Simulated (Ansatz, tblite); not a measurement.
Removing and adding an electron: In₁₂As₁₂H₃₀, a nanocrystal cut from wurtzite InAs (hydrogen-capped). Charge 0, multiplicity 1. Geometry: PBE-D4/def2-SVP. Ansatz, gas phase; energy differences of separate SCF runs; the oxidised species was run as a doublet alone; the reduced species was run as a doublet alone.

```xyz
54

In   -3.7156   -0.7085    3.5259
As   -1.6545   -0.0198    5.2307
In   -4.1990   -1.1656   -0.3946
As   -4.1632    0.7921   -2.2836
As   -2.2693   -0.5074    1.2540
In   -1.5425    1.9954    0.6976
In    0.8304    0.5831    4.4047
As    0.4245    2.4263    2.5129
In   -1.9289    1.6984   -3.5427
As   -0.2052    2.0854   -1.6052
In    0.5076    4.5897   -2.3190
In    2.8442    3.1188    1.6158
As    2.3091    4.9673   -0.2590
As   -3.1115   -3.1021   -1.9659
In   -0.3690   -2.3646    1.0558
As    1.4783   -1.4764    2.8307
In   -0.6764   -2.9425   -3.1678
As   -1.2087   -0.6980   -4.6095
As    0.9283   -2.1281   -1.2603
In    1.7668    0.3182   -1.9018
In    3.9550   -0.9948    1.9500
As    3.3877    0.9286    0.1850
In    2.8248   -4.0170   -1.6163
As    4.4873   -3.1255    0.4018
H    -4.8189    0.6336    3.6158
H    -4.0132   -2.3891    3.8630
H    -2.0568    1.1227    6.1632
H    -1.4698   -1.0624    6.3331
H    -5.8293   -1.5682    0.0644
H    -4.7543    2.0194   -1.5955
H    -5.3024    0.5951   -3.2852
H    -2.8363    3.1633    0.8237
H     1.9639    0.9924    5.6604
H    -0.0117    3.6549    3.3152
H    -2.3275    2.8510   -4.7851
H    -0.8005    5.6780   -1.9571
H     1.4985    4.5134   -3.7470
H     4.0186    3.5763    2.8162
H     2.0154    6.2524    0.5150
H     3.6734    5.4116   -0.7861
H    -4.1566   -3.6597   -2.9335
H    -3.0314   -4.3381   -1.0743
H    -0.9099   -3.9876    1.4120
H     1.6812   -2.6216    3.8262
H    -0.3946   -4.3081   -4.2103
H    -2.0813   -1.0334   -5.8202
H     0.0690   -0.4179   -5.3959
H     2.5940    0.4162   -3.4379
H     5.1517   -0.6200    3.1569
H     4.7535    1.2474   -0.4286
H     2.2246   -5.5450   -1.0407
H     3.7001   -3.6702   -3.0794
H     4.8368   -4.2503    1.3761
H     5.9135   -2.9093   -0.1039
```

In the def2 sets In takes a core potential; there is no spin–orbit coupling. The xTB rows come from tblite. Single mean-field runs in def2-SVP are fitted with def2-universal-jkfit. HOMO above LUMO, or a gap near zero within one spin, warns that the state may not be the lowest or that an electron is smeared out.

| level | −HOMO (eV) | vertical IE (eV) | −LUMO (eV) | vertical EA (eV) | HOMO–LUMO gap (eV) | IE − EA (eV) |
| --- | --- | --- | --- | --- | --- | --- |
| GFN2-xTB | 10.03 | 11.19 | 7.33 | 6.13 | 2.70 | 5.06 |
| PBE0-D4/def2-SVP | 6.42 | 7.36 | 1.70 | 0.94 | 4.72 | 6.42 |

Problem. Estimate the rows for GFN1-xTB, PBE-D4/def2-SVP.

Solution. 
```
          level  −HOMO (eV)  vertical IE (eV)  −LUMO (eV)  vertical EA (eV)  HOMO–LUMO gap (eV)  IE − EA (eV)                                     remarks
       GFN1-xTB        9.21             10.35        6.69              5.57                2.52          4.78                                           –
PBE-D4/def2-SVP        5.53                 –        2.42              1.28                3.10             –  gap within one spin near zero (-1 doublet)
```

Run but left out: PBE-D4/def2-SVP (charge +1 doublet: an occupied level 0.07 eV above an empty one).   Raw xTB energy differences between charge states are shifted by several eV; the methods need an empirical correction for them. Sets without diffuse functions give affinities that are too small.
